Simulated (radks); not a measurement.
The numbers below are computed, except where a source is named.
Problem. Se8+, 26 electrons, occupied as [Ar] 3d8. Code: a radial shooting solver on a logarithmic mesh with Libxc functionals. Model: Dirac Kohn-Sham, LB94 model potential, spin-unpolarised, spherical densities, finite nucleus; open shells fill j = l - 1/2 first; Fermi nuclear charge, rms radius 4.14 fm. Some entries of the table are withheld. Estimate them.

orbital  occ.  eigenvalue (hartree)  r(max) (bohr)
1s1/2       2             -469.1836        0.02879
2s1/2       2             -66.32925            (1)
2p1/2       2                   (2)            (3)
2p3/2       4                   (4)            (5)
3s1/2       2             -14.03631         0.4980
3p1/2       2             -11.96376         0.4882
3p3/2       4             -11.73205         0.4966
3d3/2       4              -8.15234         0.4327
3d5/2       4              -8.11309         0.4353
4s1/2       0              -5.28675          1.244
4p1/2       0                   (6)          1.310
4p3/2       0                   (7)          1.326

Solution. 
(1) 2s1/2 r(max) (bohr): 0.1644
(2) 2p1/2 eigenvalue (hartree): -60.31728
(3) 2p1/2 r(max) (bohr): 0.1293
(4) 2p3/2 eigenvalue (hartree): -58.75649
(5) 2p3/2 r(max) (bohr): 0.1324
(6) 4p1/2 eigenvalue (hartree): -4.64986
(7) 4p3/2 eigenvalue (hartree): -4.60002
